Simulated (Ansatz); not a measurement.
C₃H₈ClGaSi₂, SMILES `[SiH3][SiH2][C]1=C[CH2][Ga]1[Cl]` at its PBE0-D4/def2-TZVP geometry, where that method's forces vanish. Charge 0, multiplicity 1.

```xyz
15

Si   -2.1038    1.7771    0.6756
Si    0.2245    1.5459    0.5962
C     0.6286   -0.0969   -0.1457
C     1.1983   -1.1803    0.4252
C     1.3481   -2.3988   -0.4617
Ga    0.4827   -1.1735   -1.7864
Cl   -0.2067   -1.0594   -3.8033
H    -2.5045    3.1237    1.1664
H    -2.6872    0.7493    1.5810
H    -2.6762    1.5778   -0.6845
H     0.7955    1.6802    1.9687
H     0.7882    2.6328   -0.2519
H     1.5427   -1.2036    1.4634
H     2.3842   -2.7042   -0.6258
H     0.7857   -3.2700   -0.1171
```

(1) What forces (eV/Å) does r2SCAN-D4/def2-TZVPP give on these atoms in the Gaussian-basis code of Ansatz? (An estimate is asked.)

## Answers

(1) Computed: 
```
Si1 -0.029  0.012  0.004
Si2  0.016  0.019  0.002
C3  -0.087  0.248 -0.002
C4   0.048 -0.114  0.038
C5   0.040 -0.111 -0.009
Ga6 -0.002 -0.014 -0.029
Cl7 -0.009 -0.001 -0.029
H8   0.000 -0.025 -0.009
H9   0.006  0.020 -0.018
H10  0.006  0.004  0.027
H11 -0.003  0.003 -0.013
H12 -0.008 -0.008  0.014
H13  0.009 -0.007  0.016
H14 -0.002 -0.017  0.008
H15  0.014 -0.008  0.002
```
